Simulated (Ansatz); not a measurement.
H8N3Si2 (`N[SiH]N[SiH2]N`) radical at its PBE0-D4/def2-TZVP geometry, where that method's forces vanish. The species carries charge 0 and has multiplicity 2.

```tsv
atom	x (Å)	y (Å)	z (Å)
N1	-1.1482	0.1851	-1.5278
Si2	0.3345	1.0414	-1.6232
N3	1.0868	0.7904	-0.0819
Si4	0.4204	0.0057	1.2984
N5	-0.1120	-1.5882	0.8926
H6	-1.8974	0.3585	-2.1763
H7	-1.1560	-0.7512	-1.1484
H8	-0.0304	2.4760	-1.8915
H9	2.0599	1.0467	-0.0100
H10	1.5079	0.0491	2.3194
H11	-0.7924	0.6686	1.8406
H12	-0.8465	-1.9927	1.4537
H13	0.5734	-2.2894	0.6543
```

(1) For each bond, give half the difference of the two atoms' forces along it (eV/Å; positive pushes the atoms apart) under PBE-D4, r2SCAN-D4, B3LYP-D4, ωB97M-V in def2-TZVPP. (Estimate.)

Results:

(1) Computed: 
```json
{"bond": "N1–Si2", "length (Å)": "1.715", "PBE-D4": "0.18", "r2SCAN-D4": "0.04", "B3LYP-D4": "0.16", "ωB97M-V": "0.11"}
{"bond": "N1–H6", "length (Å)": "1.006", "PBE-D4": "0.17", "r2SCAN-D4": "0.01", "B3LYP-D4": "-0.03", "ωB97M-V": "-0.02"}
{"bond": "N1–H7", "length (Å)": "1.010", "PBE-D4": "0.20", "r2SCAN-D4": "0.01", "B3LYP-D4": "-0.05", "ωB97M-V": "-0.06"}
{"bond": "Si2–N3", "length (Å)": "1.733", "PBE-D4": "0.13", "r2SCAN-D4": "0.04", "B3LYP-D4": "0.11", "ωB97M-V": "0.10"}
{"bond": "Si2–H8", "length (Å)": "1.504", "PBE-D4": "0.05", "r2SCAN-D4": "-0.03", "B3LYP-D4": "-0.10", "ωB97M-V": "-0.13"}
{"bond": "N3–Si4", "length (Å)": "1.722", "PBE-D4": "0.07", "r2SCAN-D4": "0.03", "B3LYP-D4": "0.07", "ωB97M-V": "0.06"}
{"bond": "N3–H9", "length (Å)": "1.009", "PBE-D4": "0.18", "r2SCAN-D4": "0.01", "B3LYP-D4": "-0.04", "ωB97M-V": "-0.05"}
{"bond": "Si4–N5", "length (Å)": "1.729", "PBE-D4": "0.07", "r2SCAN-D4": "0.01", "B3LYP-D4": "0.12", "ωB97M-V": "0.10"}
{"bond": "Si4–H10", "length (Å)": "1.492", "PBE-D4": "-0.01", "r2SCAN-D4": "-0.04", "B3LYP-D4": "-0.14", "ωB97M-V": "-0.15"}
{"bond": "Si4–H11", "length (Å)": "1.485", "PBE-D4": "0.02", "r2SCAN-D4": "-0.03", "B3LYP-D4": "-0.11", "ωB97M-V": "-0.15"}
{"bond": "N5–H12", "length (Å)": "1.009", "PBE-D4": "0.20", "r2SCAN-D4": "0.02", "B3LYP-D4": "-0.02", "ωB97M-V": "-0.03"}
{"bond": "N5–H13", "length (Å)": "1.009", "PBE-D4": "0.21", "r2SCAN-D4": "0.03", "B3LYP-D4": "-0.02", "ωB97M-V": "-0.03"}
```

B3LYP here is the variant with VWN-RPA as its local correlation; programs differ in this.
